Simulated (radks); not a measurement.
Values are calculated unless marked as measured or tabulated.
Ionisation of the zinc ion Zn+, [Ar] 3d10 4s1, to Zn2+, [Ar] 3d10, under several functionals. Scalar-relativistic Kohn-Sham, spin-polarised, spherical densities, point nucleus; open shells are filled with parallel spins first; a radial shooting solver on a logarithmic mesh with Libxc functionals.

functional                               E(Zn+) (hartree)  Exc (hartree)  IE (eV)  -e(HOMO) (eV)  <r> HOMO (bohr)  IE error (eV)
LDA (Slater exchange, VWN5 correlation)       -1792.96831      -68.56874   19.035         14.791            2.368         +1.071
revPBE                                        -1795.82435      -71.47993   18.581         14.429            2.392         +0.617
XLYP                                          -1796.31995      -71.96875   18.930         14.541            2.385         +0.965
exchange-only LDA                             -1790.34613      -65.89082   18.079         13.931            2.408         +0.115
AM05                                          -1793.12947      -68.74001   18.643         14.515            2.378         +0.679
B86b exchange with PBE correlation            -1796.02658      -71.68254   18.773         14.560            2.386         +0.808

NIST Atomic Spectra Database: 17.964 eV (measured). Closest: exchange-only LDA. The Delta-SCF values span 0.96 eV, the total energies 5.97 hartree. The highest occupied level is 4s.
